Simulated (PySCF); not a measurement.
Se(OH)(OSiH3) (H4O2SeSi), SMILES O[Se]O[SiH3]. Geometry optimised at PBE0-D3(BJ)/def2-SVP. The values are those of a single conformer.

Computed equilibrium geometry at PBE0-D3(BJ)/def2-SVP (PySCF confirms it by a frequency run) as bond lengths and angles (one conformer of several):
Atoms: Se1 O2 H3 O4 Si5 H6 H7 H8. Bonds (Å): Se1–O2 1.785, Se1–O4 1.802, O2–H3 0.967, O4–Si5 1.685, Si5–H6 1.496, Si5–H7 1.488, Si5–H8 1.493. Bond angles (°): O2–Se1–O4 100.9, Se1–O2–H3 107.8, Se1–O4–Si5 118.6, O4–Si5–H6 110.1, O4–Si5–H7 106.4, O4–Si5–H8 110.9, H6–Si5–H7 110.1, H6–Si5–H8 108.8, H7–Si5–H8 110.5.
Charge 0, spin multiplicity 1.
